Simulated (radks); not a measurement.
Values are calculated unless marked as measured or tabulated.
Excited configurations of Zr VI: one electron is placed in a higher orbital outside [Ar] 3d10 4s2 4p4. The ground configuration is [Ar] 3d10 4s2 4p5. Code: a radial shooting solver on a logarithmic mesh with Libxc functionals. Model: scalar-relativistic Kohn-Sham, r2SCAN, spin-polarised, spherical densities, finite nucleus; open shells are filled with parallel spins first (spin-orbit coupling, left out, can overturn this in heavy ions); meta-GGA in the generalised Kohn-Sham scheme; Fermi nuclear charge, rms radius 4.2694 fm. Excitation = E - E(ground); binding = E(ion) - E, where the ion is the core of charge +6; n* = 6/sqrt(2 binding) in atomic units, and the quantum defect is n - n*.

| outer orbital | excitation (eV) | binding (eV) | quantum defect | eigenvalue (eV) | <r> (bohr) |
|---|---|---|---|---|---|
| 4d | 32.766 | 64.151 | 1.237 | -57.429 | 1.550 |
| 5s | 46.137 | 50.781 | 1.894 | -47.456 | 2.479 |
| 5d | 64.438 | 32.480 | 1.117 | -29.895 | 3.377 |
| 5f | 74.667 | 22.251 | 0.308 | -20.161 | 4.457 |
| 6d | 76.538 | 20.380 | 1.098 | -18.917 | 5.599 |
| 6f | 81.627 | 15.291 | 0.340 | -14.064 | 7.041 |
| 7s | 78.098 | 18.820 | 1.898 | -17.604 | 6.590 |
| 7p | 79.970 | 16.947 | 1.624 | -15.837 | 7.151 |
| 7d | 82.877 | 14.041 | 1.094 | -13.088 | 8.317 |
| 7f | 85.812 | 11.105 | 0.359 | -10.284 | 10.10 |

The Delta-SCF ionisation energy is 96.917 eV (NIST Atomic Spectra Database: 96.38 eV, semi-empirical). Self-interaction in the functional shifts the binding energies and quantum defects, so they are the method's values and not measured ones. Open shells are spherical and high-spin; term and fine-structure splittings are not resolved.
